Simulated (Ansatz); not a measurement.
C2H8AlNO (SMILES C[CH2][Al]([NH2])[OH]), singlet, at a GFN2-xTB geometry (such geometries of metal compounds can be far from the true shape), atoms displaced at random by about 0.08 Å a coordinate; HF/STO-3G, gradient (Ansatz, an electronic-structure program).

Here is a job for Ansatz.
Ansatz 0.2 input:
```yaml
crystal:
  periodic: [false, false, false]
  atoms:
    - {symbol: Al, position_ang: [-0.03467692, 0.17939613, 0.57507155]}
    - {symbol: C, position_ang: [0.30293024, -1.01467806, -1.18993872]}
    - {symbol: C, position_ang: [0.21173512, -0.22029527, -2.35180850]}
    - {symbol: H, position_ang: [-0.37149132, -1.87449716, -1.24643748]}
    - {symbol: H, position_ang: [1.08804736, -1.50990930, -1.24569651]}
    - {symbol: H, position_ang: [0.89039670, 0.63466578, -2.40810135]}
    - {symbol: H, position_ang: [-0.73851397, 0.45127146, -2.36038586]}
    - {symbol: H, position_ang: [0.34404414, -0.62158106, -3.29471909]}
    - {symbol: O, position_ang: [-0.75737327, 1.42523431, 0.56476800]}
    - {symbol: H, position_ang: [-1.15799201, 2.35142885, 0.64897324]}
    - {symbol: N, position_ang: [0.47683531, -0.77782012, 2.21824509]}
    - {symbol: H, position_ang: [0.30584290, -0.21663827, 3.09451376]}
    - {symbol: H, position_ang: [0.88390698, -1.55881952, 2.14024644]}
basis:
  gaussian:
    orbitals: STO-3G
hamiltonian:
  xc: hf
output: {forces: true}
```

Problem. What does Ansatz print? Leave out banner, timings and long lists.

Solution. 
```
Functional definition: HF
484 factors; integrals over basis functions are off by at most 5.9e-5 eV
mean field evaluation 1: about -12132.2143 eV, gradient 2.8e1 eV
mean field evaluation 2: about -12132.3759 eV, gradient 2.8e1 eV
mean field evaluation 4: about -12135.0053 eV, gradient 1.4e0 eV
mean field evaluation 8: about -12135.0128 eV, gradient 2.1e-5 eV
mean field -12135.01283898 eV, -445.9534964254 hartree, gradient 7.9e-5 eV, S^2 0.000000; 0 other end points of the search recorded, 0 dependent functions left out
the calculation of the forces begins
reference -12135.01283898 eV, -445.9534964254 hartree; 24, 24 occupied and 13, 13 virtual orbitals, 484 factors
Total energy: -12135.01283898 eV, -445.9534964254 hartree
Atom 0 at    -0.034677     0.179396     0.575072 Å, force     6.959791   -14.408089     1.165535 eV/Å
Atom 1 at     0.302930    -1.014678    -1.189939 Å, force    -8.667124     2.773779     7.458551 eV/Å
Atom 2 at     0.211735    -0.220295    -2.351809 Å, force    -3.320204     9.066923    -2.934175 eV/Å
Atom 3 at    -0.371491    -1.874497    -1.246437 Å, force    -1.004614     0.975557     0.245319 eV/Å
Atom 4 at     1.088047    -1.509909    -1.245697 Å, force     9.960819    -4.646617     0.441793 eV/Å
Atom 5 at     0.890397     0.634666    -2.408101 Å, force     1.018570    -0.642934     0.779830 eV/Å
Atom 6 at    -0.738514     0.451271    -2.360386 Å, force     1.476195    -2.586694    -0.421776 eV/Å
Atom 7 at     0.344044    -0.621581    -3.294719 Å, force    -0.268153    -2.020292    -2.389733 eV/Å
Atom 8 at    -0.757373     1.425234     0.564768 Å, force    -6.163535    11.783370     0.176848 eV/Å
Atom 9 at    -1.157992     2.351429     0.648973 Å, force     1.444708    -3.317771    -0.265439 eV/Å
Atom 10 at     0.476835    -0.777820     2.218245 Å, force    -7.940026    15.274926    -3.920911 eV/Å
Atom 11 at     0.305843    -0.216638     3.094514 Å, force     1.207621    -2.616739    -1.127787 eV/Å
Atom 12 at     0.883907    -1.558820     2.140246 Å, force     5.295953    -9.635419     0.791945 eV/Å
Dipole moment:    -0.075654     0.525853     0.142891 e Å
```
